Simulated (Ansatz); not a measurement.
`C[Si@@H](O)O[Si@H](O)Cl` + `O[SiH2]C(O)[SiH3]` → `C[SiH](O)O[SiH](O)O` + `OC([SiH3])[SiH2]Cl`  (redistribution)

Calculated with Ansatz (gas phase, PBE0-D4/def2-TZVP geometries, no zero-point term in ΔE). CCSD(T)/CBS adds triple-zeta CCSD(T) − MP2 to the extrapolated MP2 energy (def2 sets, frozen cores). Functionals use def2-TZVPP. B3LYP here is the variant with VWN-RPA as its local correlation; programs differ in this. Each species was taken in one conformer, which may not be the lowest.

```
             level  ΔE (kcal/mol)  difference from CCSD(T)/CBS
            PBE-D4           -3.4                          0.5
         r2SCAN-D4           -3.6                          0.3
           PBE0-D4           -3.7                          0.2
          B3LYP-D4           -3.4                          0.5
           ωB97X-V           -3.2                          0.7
           ωB97M-V           -3.3                          0.6
            B2PLYP           -3.9                          0.0
               PBE           -3.8                          0.1
            r2SCAN           -3.7                          0.2
              PBE0           -4.1                         -0.2
             B3LYP           -4.1                         -0.2
     HF/def2-TZVPP           -4.1                         -0.2
    MP2/def2-TZVPP           -3.6                          0.3
SCS-MP2/def2-TZVPP           -3.5                          0.4
   CCSD/def2-TZVPP           -3.9                          0.0
CCSD(T)/def2-TZVPP           -3.7                          0.2
     HF/def2-QZVPP           -4.2                         -0.3
    MP2/def2-QZVPP           -3.7                          0.2
SCS-MP2/def2-QZVPP           -3.6                          0.3
      HF/CBS(def2)           -4.2                         -0.3
     MP2/CBS(def2)           -3.8                          0.1
    CCSD/CBS(def2)           -4.0                         -0.1
       CCSD(T)/CBS           -3.9                            0
```

Largest T1 diagnostic among the species: 0.012.
